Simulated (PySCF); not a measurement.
From one molecule to another.

First species: CH₇NSSi.
InChI=1S/CH7NSSi/c1-3-4-2/h2,4H2,1H3

Second species: C5H7FOSi.
InChI=1S/C5H7FOSi/c1-2-5-8-7-4-3-6/h1,3-4H,5,8H2/b4-3+

Levels: wB97X-D/def2-SVPD for dipole moment, HOMO energy, LUMO energy, HOMO–LUMO gap, static isotropic polarisability and electronic spatial extent ⟨r²⟩ about the centre of nuclear charge; TDDFT wB97X-D/def2-SVPD for lowest singlet excitation; TDA wB97X-D/def2-SVPD for lowest triplet excitation (Tamm–Dancoff); GFN2-xTB for rotational constant A and rotational constant C. Geometries: GFN2-xTB. Each structure is a single optimised conformer of the isolated species, non-relativistic unless stated; the electronic structure was computed with PySCF and density fitting.

The conformers computed, where there is a choice (atom-mapped SMILES and torsion angles):
- `[CH3:1][S:2][SiH2:3][NH2:4]`: C1–S2–Si3–N4 -174°, H–N4–Si3–S2 -172°, H–N4–Si3–S2 -28°
- `[CH:1]#[C:2][CH2:3][SiH2:4][O:5]/[CH:6]=[CH:7]/[F:8]`: C2–C3–Si4–O5 177°, C3–Si4–O5–C6 178°, Si4–O5–C6–C7 -3°

Values for the first species:

- Dipole moment: 1.44 D
- HOMO energy: -8.51 eV
- LUMO energy: 1.50 eV
- HOMO–LUMO gap: 10.01 eV
- Lowest singlet excitation: 5.40 eV
- Lowest triplet excitation (Tamm–Dancoff): 5.13 eV
- Static isotropic polarisability: 68.3 au
- Electronic spatial extent ⟨r²⟩ about the centre of nuclear charge: 611 bohr²
- Rotational constant A: 10.926 GHz
- Rotational constant C: 2.090 GHz

Estimate the same properties for the second species, and the change in each.

```tsv
property	first	second	second less first
dipole moment	1.44 D	1.20 D	-0.24 D
HOMO energy	-8.51 eV	-8.88 eV	-0.37 eV
LUMO energy	1.50 eV	1.87 eV	+0.37 eV
HOMO–LUMO gap	10.01 eV	10.75 eV	+0.74 eV
lowest singlet excitation	5.40 eV	6.42 eV	+1.02 eV
lowest triplet excitation (Tamm–Dancoff)	5.13 eV	4.38 eV	-0.75 eV
static isotropic polarisability	68.3 au	87.2 au	+18.9 au
electronic spatial extent ⟨r²⟩ about the centre of nuclear charge	611 bohr²	1916 bohr²	+1305 bohr²
rotational constant A	10.926 GHz	9.148 GHz	-1.778 GHz
rotational constant C	2.090 GHz	0.532 GHz	-1.558 GHz
```

On the first: The dipole matches unit charges of opposite sign 0.30 Å apart (1 e·Å = 4.8032 D). No computed singlet falls in the visible range (750 to 380 nm, 1.65 to 3.26 eV); S1 lies 2.14 eV above its blue end.

On the second: S1 lies 4.33 eV below the HOMO–LUMO gap; its leading configuration is HOMO→LUMO, weight 0.57. The 8 singlets span 6.42 to 7.18 eV, and their oscillator strengths add up to 0.34.
